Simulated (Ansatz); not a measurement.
`NC1CC1` and `[SiH3]C1CC1` differ in one atom or group.

Ansatz, PBE0-D4/def2-TZVP geometries, multiplicity 1. Each molecule was computed in one conformer, which needn't be the lowest.

| property | `NC1CC1` |
| --- | --- |
| HOMO energy (PBE0/def2-TZVPP) / eV | -6.90 |
| size of the dipole moment (B3LYP/def2-TZVPP) / D | 1.24 |
| HOMO–LUMO gap (PBE0/def2-TZVPP) / eV | 8.20 |
| HOMO–LUMO gap (B3LYP/def2-TZVPP) / eV | 7.60 |
| LUMO energy (B3LYP/def2-TZVPP) / eV | 0.94 |
| HOMO energy (ωB97M-V/def2-TZVPP) / eV | -9.29 |

(1) What does the change do to each property? (An estimate is asked.)

## Answers

(1) Computed: 
| property | `[SiH3]C1CC1` | shift |
| --- | --- | --- |
| HOMO energy (PBE0/def2-TZVPP) / eV | -8.31 | -1.41 |
| size of the dipole moment (B3LYP/def2-TZVPP) / D | 0.96 | -0.28 |
| HOMO–LUMO gap (PBE0/def2-TZVPP) / eV | 9.18 | 0.98 |
| HOMO–LUMO gap (B3LYP/def2-TZVPP) / eV | 8.72 | 1.12 |
| LUMO energy (B3LYP/def2-TZVPP) / eV | 0.64 | -0.30 |
| HOMO energy (ωB97M-V/def2-TZVPP) / eV | -10.57 | -1.28 |

With PBE0 the HOMO falls by 1.41 eV and the LUMO falls by 0.44 eV, so the gap widens by about 0.97 eV. PBE moves the HOMO by -1.62 eV and ωB97M-V by -1.28 eV. The zero-point energy changes by -6.6 kJ/mol with +3 modes. Dipoles are sizes alone; their direction can turn.

B3LYP here is the variant with VWN-RPA as its local correlation; programs differ in this.
